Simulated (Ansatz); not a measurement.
Consider the formal exchange of groups at a C–N bond: `CN(C)B(F)F` + `CNBN` → `CNB(C)N` + `CNB(F)F`.

Calculated with Ansatz (gas phase, PBE0-D4/def2-TZVP geometries, no zero-point term in ΔE). CCSD(T)/CBS is the MP2 limit (def2-TZVPP, def2-QZVPP) plus CCSD(T) − MP2 in def2-TZVPP, frozen cores. Functionals use def2-TZVPP. One conformer a species, not always the lowest.

```json
{"level": "ωB97X-V", "ΔE (eV)": "-0.61"}
{"level": "MP2/def2-QZVPP", "ΔE (eV)": "-0.65"}
```

Problem. What does CCSD(T)/CBS give? (An estimate is asked.)

Solution. The calculation gave: -0.65 eV. The listed levels differ from it by 0.04, 0.00 eV.

Largest T1 diagnostic among the species: 0.011.
